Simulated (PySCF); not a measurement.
Two species compared at the same levels of theory.

First species: C7H9FO.
Geometry (GFN2-xTB, Å), atoms numbered from 1 in this order:
```
atom  x, y, z in Å
C1    -2.5161   -0.9548    0.8123
C2    -1.3701   -0.5179    0.3177
C3    -0.0993   -1.2053   -0.1297
C4     0.4666    0.1938   -0.4856
F5     0.6542    0.3232   -1.8649
O6     1.5802    0.6570    0.1631
C7     2.7803   -0.0403   -0.1298
C8    -0.8396    0.8066   -0.0118
C9    -1.2717    2.0549    0.0431
H10   -3.3096   -0.2757    1.0707
H11   -2.6969   -2.0036    0.9744
H12    0.4435   -1.7138    0.6653
H13   -0.2060   -1.8662   -0.9878
H14    3.5572    0.4557    0.4465
H15    2.7119   -1.0913    0.1677
H16    3.0142    0.0196   -1.1958
H17   -2.2537    2.2913    0.4164
H18   -0.6538    2.8731   -0.2835
```

Second species: ClH2Si(SH), ClH₃SSi.
SMILES with atom numbers: `[SH:1][SiH2:2][Cl:3]` (hydrogens: H4 on S1; H5, H6 on Si2)

Levels: PBE0/def2-SVPD for dipole moment, HOMO energy, LUMO energy, HOMO–LUMO gap, static isotropic polarisability and electronic spatial extent ⟨r²⟩ about the centre of nuclear charge; TDDFT PBE0/def2-SVPD for lowest singlet excitation; TDA PBE0/def2-SVPD for lowest triplet excitation (Tamm–Dancoff); GFN2-xTB for rotational constant A and rotational constant C. Geometries: GFN2-xTB. Each species is one conformer at its optimised geometry, gas phase, non-relativistic unless stated; the electronic structure was computed with PySCF and density fitting.

The conformers computed, where there is a choice (atom-mapped SMILES and torsion angles):
- `[CH2:1]=[C:2]1[CH2:3][C@:4]([F:5])([O:6][CH3:7])[C:8]1=[CH2:9]`: C3–C4–O6–C7 68°
- `[SH:1][SiH2:2][Cl:3]`: H–S1–Si2–Cl3 43°

Values for the first species:

| Quantity | Value |
| --- | --- |
| Dipole moment | 1.49 D |
| HOMO energy | -6.99 eV |
| LUMO energy | -1.49 eV |
| HOMO–LUMO gap | 5.50 eV |
| Lowest singlet excitation | 5.21 eV |
| Lowest triplet excitation (Tamm–Dancoff) | 2.87 eV |
| Static isotropic polarisability | 89.9 au |
| Electronic spatial extent ⟨r²⟩ about the centre of nuclear charge | 1196 bohr² |
| Rotational constant A | 2.752 GHz |
| Rotational constant C | 1.091 GHz |

Task: Estimate the same properties for the second species, and the change in each.

Result: 
```csv
property,first,second,second less first
dipole moment,1.49 D,0.79 D,-0.70 D
HOMO energy,-6.99 eV,-7.72 eV,-0.73 eV
LUMO energy,-1.49 eV,-0.29 eV,+1.20 eV
HOMO–LUMO gap,5.50 eV,7.43 eV,+1.93 eV
lowest singlet excitation,5.21 eV,5.94 eV,+0.73 eV
lowest triplet excitation (Tamm–Dancoff),2.87 eV,5.55 eV,+2.68 eV
static isotropic polarisability,89.9 au,61.0 au,-28.9 au
electronic spatial extent ⟨r²⟩ about the centre of nuclear charge,1196 bohr²,529 bohr²,-667 bohr²
rotational constant A,2.752 GHz,13.172 GHz,+10.420 GHz
rotational constant C,1.091 GHz,2.181 GHz,+1.090 GHz
```

On the first: The polarisability is 13.32 Å³ as a volume (1 au = 0.148185 Å³), or 1.32 au for each of the 68 electrons. A dipole of 1.49 D is allowed in C1, and pure rotational transitions are dipole-allowed.

On the second: The dipole matches unit charges of opposite sign 0.17 Å apart (1 e·Å = 4.8032 D). No computed singlet falls in the visible range (750 to 380 nm, 1.65 to 3.26 eV); S1 lies 2.68 eV above its blue end.
